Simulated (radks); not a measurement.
Question: Spherical quantum dot in the effective-mass picture: electrons in a parabolic well V = omega^2 r^2 / 2 with omega = 0.211, all in effective atomic units (hartree* = m*/eps^2 hartree, bohr* = eps/m* bohr), one dielectric constant everywhere. Method: non-relativistic Kohn-Sham, PBEsol, spin-polarised, spherical densities; computed with a radial shooting solver with Libxc functionals. Levels are named by radial order and angular momentum (1s, 1p, 1d, 2s, ...), and open shells are averaged over m. Results are scaled to m* = 0.083 and eps = 6.6, for which hartree* = 51.85 meV and bohr* = 4.208 nm. At N = 1 the configuration is 1s(up 1, down 0). Does electron 2 go into 1p up or 1s down?

Answer: Into 1s down. The total energies of the other choices lie higher by 6.56 meV (1p up).
